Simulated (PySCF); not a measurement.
Ta(O)(F)(NH2)2 (FH4N2OTa), SMILES [NH2][Ta]([NH2])(=[O])[F], multiplicity 1. Geometry: PBE-D3(BJ)/def2-SVP. The spin state was assumed, not searched. The def2 effective core potentials stand for the cores of Ta; spin–orbit coupling is left out. Other conformers were not sampled.

Computed equilibrium geometry at PBE-D3(BJ)/def2-SVP (PySCF confirms it by a frequency run) as a Z-matrix, and its point group (one conformer of several):
point group Cs.
```
Ta
O 1 1.7381
F 1 1.9174 2 113.03
N 1 1.9913 2 105.75 3 120.82
H 4 1.0251 1 124.97 2 0.81
H 4 1.0262 5 109.26 1 -174.73
N 1 1.9913 2 105.75 4 118.37
H 7 1.0251 1 124.97 2 -0.81
H 7 1.0262 8 109.26 1 174.73
```
Charge 0, spin multiplicity 1.
